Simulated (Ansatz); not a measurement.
**Worked example: vertical ionisation energy of BaS (SMILES [S][Ba])**

The species is BaS (2 atoms), meant as a singlet with charge 0. As SMILES, `[S][Ba]`. The bond length is the measured one.

| atom | x (Å) | y (Å) | z (Å) |
| --- | --- | --- | --- |
| S | 0.0000 | 0.0000 | 0.0000 |
| Ba | 0.0000 | 0.0000 | 2.5074 |

Both states at this one shape; open shells run unrestricted unless said. 1 Eh = 27.2114 eV.

```tsv
level	program	singlet BaS (Eh)	doublet BaS+ (Eh)	HOMO of the first (eV)
BHLYP/def2-TZVP (core potential)	Ansatz	-423.641221	-423.411278	-5.43
PBE-QIDH/def2-TZVP (core potential), 5 core orbitals frozen	Ansatz	-423.422174	-423.183103	-6.04
```

**Question.** Work out the vertical ionisation energy at each level.

**Answer.** 
1. BHLYP/def2-TZVP (core potential): -423.411278 − (-423.641221) = 0.229943 Eh = 6.26 eV; −ε(HOMO) = 5.43 eV.
2. PBE-QIDH/def2-TZVP (core potential): -423.183103 − (-423.422174) = 0.239071 Eh = 6.51 eV; −ε(HOMO) = 6.04 eV.

No measured value is set beside it here; the levels span 6.26 to 6.51 eV. Spin-orbit coupling, which splits open shells on such heavy atoms by tenths of an eV, is left out.
